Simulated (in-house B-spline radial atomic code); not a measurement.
## Mo IV (Mo3+): [Ne] 3s2 (3p1/2)2 (3p3/2)3 3d10 4s2 4p6 4d4 (with a hole in an inner shell)

Method: Dirac-Kohn-Sham B3LYP, spherical fractional occupations, Fermi nucleus of rms radius 4.4091 fm. Calculated with a B-spline radial code for spherical atoms.

Z_r = [3n² - l(l+1)]/(2<r>); Z_e = n√(-2ε); the last column is Slater's effective charge. Values are occupation-weighted means over j. An effective charge above Z reflects the relativistic contraction of the inner shells.

| shell | electrons | ε (eV) | <r> (bohr) | Z_r | Z_e | Slater |
| --- | --- | --- | --- | --- | --- | --- |
| 1s | 2 | -19942 | 0.03516 | 42.66 | 38.28 | 41.70 |
| 2s | 2 | -2882.8 | 0.1533 | 39.15 | 29.11 | 37.85 |
| 2p | 6 | -2585 | 0.1337 | 37.39 | 27.57 | 37.85 |
| 3s | 2 | -539.14 | 0.4253 | 31.74 | 18.88 | 31.10 |
| 3p | 5 | -440.86 | 0.4255 | 29.38 | 17.08 | 31.10 |
| 3d | 10 | -280.25 | 0.4083 | 25.72 | 13.62 | 21.85 |
| 4s | 2 | -105.07 | 1.071 | 22.42 | 11.12 | 15.10 |
| 4p | 6 | -76.805 | 1.175 | 19.58 | 9.50 | 15.10 |
| 4d | 4 | -35.109 | 1.54 | 13.64 | 6.43 | 5.95 |

The least bound orbital is 4d5/2 at -34.98 eV, and it is also the most diffuse (<r> = 1.545 bohr). The part-filled 3p shell lies below the filled 4p shell in orbital energy.

For the 1s electron the small component carries 2.35 % of the norm, the zero-frequency Breit interaction raises the level by 38.63 eV, self-energy by 21.17 eV, and vacuum polarisation lowers it by 2.445 eV.

Caution: exact exchange at fractional occupations of open shells leaves self-interaction of up to several eV.
